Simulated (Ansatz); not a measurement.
System: trihydroxy(methyl)silane, CH6O3Si (charge 0, singlet). 
Structure (B3LYP-D3(BJ)/def2-TZVP (Ansatz, an electronic-structure program) minimum search):
```
Si
O 1 1.6421
H 2 0.9609 1 117.50
O 1 1.6430 2 109.40 3 -44.62
H 4 0.9603 1 116.73 2 134.43
O 1 1.6522 2 112.65 3 70.49
H 6 0.9599 1 118.42 2 58.92
C 1 1.8510 2 105.67 3 -166.37
H 8 1.0912 1 110.82 2 -178.04
H 8 1.0913 9 108.25 1 121.28
H 8 1.0921 9 108.23 10 116.50
```

Total electronic energies in hartree. Correlated levels leave the core frozen unless marked. Spin-orbit coupling is left out. No relativistic terms. CBS(X,Y): correlation extrapolated as X^-3; Hartree-Fock from the larger set.

```tsv
level	program	energy (Eh)
HF/STO-3G	Ansatz	-548.09678
PBE-D4/def2-TZVPD	Ansatz + dftd4	-556.74923
BLYP-D4/def2-TZVPD	Ansatz + dftd4	-557.14253
PBE0/def2-SVP	Ansatz	-556.32981
PBE0-D3(BJ)/def2-TZVP	Ansatz + dftd3	…
r2SCAN0-D4/def2-TZVPD	Ansatz + dftd4	-556.99582
LC-wPBE/def2-TZVPD	Ansatz	-556.95114
B2GP-PLYP-D3(BJ)/def2-TZVPD	Ansatz + dftd3	-556.80871
B2GP-PLYP/def2-TZVPD	Ansatz	-556.80360
MP2/6-31G	Ansatz	-555.35725
MP2/aug-cc-pV(D+d)Z	Ansatz	-555.96598
MP2/aug-cc-pV(T+d)Z	Ansatz	-556.24703
MP2/cc-pV(T+d)Z	Ansatz	-556.21829
MP2/CBS(aug-cc-pV(T+d)Z,aug-cc-pV(Q+d)Z)	Ansatz	-556.3862
RI-MP2/CBS(aug-cc-pV(T+d)Z,aug-cc-pV(Q+d)Z)	Ansatz	-556.3858
SCS-MP2/cc-pVTZ	Ansatz	-556.19490
CCSD/cc-pV(D+d)Z	Ansatz	-555.90834
CCSD/cc-pVTZ	Ansatz	-556.23387
CCSD/cc-pwCVTZ	Ansatz	-556.26156
CCSD/aug-cc-pV(Q+d)Z	Ansatz	-556.34876
CCSD/CBS(cc-pV(T+d)Z,cc-pV(Q+d)Z)	Ansatz	-556.3904
CCSD(T)/cc-pVTZ	Ansatz	-556.27078
CCSD(T)/CBS(aug-cc-pV(T+d)Z,aug-cc-pV(Q+d)Z)	Ansatz	-556.4369
```

Problem. Complete the blanks.

Solution. 
- PBE0-D3(BJ)/def2-TZVP, energy (Eh): -556.78160
